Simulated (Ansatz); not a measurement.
**Molecular dynamics, step by step**

CH2OSe (SMILES OC=[Se]), closed shell, BHLYP-D4/def2-SVP (Ansatz 0.2.0). Settings (timestep in fs, temperature in K; T counts 9 degrees of freedom):

```yaml
hamiltonian: {xc: {name: BHLYP}, dispersion: d4}
md: {n_steps: 80, timestep: 0.5, temperature: 300, ensemble: nve, seed: 636, initial_velocities: maxwell_boltzmann}
```

Start (the SMILES describes the start alone):

O1  (-0.583, -0.818, -0.046)
C2  (0.249, 0.208, 0.068)
Se3  (1.753, 0.090, 0.955)
H4  (-1.376, -0.619, -0.560)
H5  (-0.043, 1.139, -0.418)
(Å)

```tsv
step	time (fs)	potential energy less the start (meV)	kinetic energy (meV)	T (K)
0	0.00	0.0	116.3	300
5	2.50	61.5	56.4	146
10	5.00	40.0	76.7	198
15	7.50	53.3	63.6	164
20	10.00	65.4	52.3	135
25	12.50	39.6	76.9	198
30	15.00	90.4	27.6	71
35	17.50	67.8	49.5	128
40	20.00	44.7	72.5	187
45	22.50	54.0	63.8	164
50	25.00	23.5	92.9	239
55	27.50	84.3	33.8	87
60	30.00	17.8	98.7	254
65	32.50	22.6	94.5	244
70	35.00	40.9	76.7	198
75	37.50	34.5	82.3	212
80	40.00	68.3	49.9	129
```

Step 25, positions (Å) and forces (eV/Å):

```json
{"atom": "O1", "x": "-0.549", "y": "-0.807", "z": "-0.029", "Fx": "-0.833", "Fy": "-0.260", "Fz": "-0.361"}
{"atom": "C2", "x": "0.261", "y": "0.217", "z": "0.083", "Fx": "-0.279", "Fy": "-0.887", "Fz": "-0.129"}
{"atom": "Se3", "x": "1.744", "y": "0.087", "z": "0.951", "Fx": "0.965", "Fy": "0.336", "Fz": "0.530"}
{"atom": "H4", "x": "-1.294", "y": "-0.581", "z": "-0.596", "Fx": "0.144", "Fy": "-0.159", "Fz": "0.217"}
{"atom": "H5", "x": "-0.090", "y": "1.073", "z": "-0.455", "Fx": "0.004", "Fy": "0.970", "Fz": "-0.258"}
```

Step 50, positions (Å) and forces (eV/Å):

```json
{"atom": "O1", "x": "-0.569", "y": "-0.814", "z": "-0.035", "Fx": "-0.315", "Fy": "0.175", "Fz": "-0.382"}
{"atom": "C2", "x": "0.245", "y": "0.208", "z": "0.062", "Fx": "0.824", "Fy": "-0.277", "Fz": "0.806"}
{"atom": "Se3", "x": "1.750", "y": "0.089", "z": "0.954", "Fx": "0.124", "Fy": "0.127", "Fz": "-0.021"}
{"atom": "H4", "x": "-1.322", "y": "-0.615", "z": "-0.589", "Fx": "-0.155", "Fy": "0.059", "Fz": "-0.049"}
{"atom": "H5", "x": "-0.021", "y": "1.167", "z": "-0.376", "Fx": "-0.477", "Fy": "-0.083", "Fz": "-0.354"}
```

Step 65, positions (Å) and forces (eV/Å):

```tsv
atom	x	y	z	Fx	Fy	Fz
O1	-0.593	-0.810	-0.053	1.149	-0.962	0.913
C2	0.237	0.189	0.064	0.733	-0.255	0.674
Se3	1.757	0.092	0.958	-0.400	0.106	-0.308
H4	-1.349	-0.609	-0.554	-1.379	0.556	-0.966
H5	-0.088	1.102	-0.405	-0.103	0.555	-0.313
```

Last step (80):

O1  (-0.624, -0.821, -0.072)
C2  (0.248, 0.177, 0.081)
Se3  (1.762, 0.095, 0.959)
H4  (-1.361, -0.527, -0.534)
H5  (-0.123, 1.068, -0.463)
(Å)

Hardware: 2 CPU threads of an Intel Xeon, shared host. Wall time about 3.5 min.
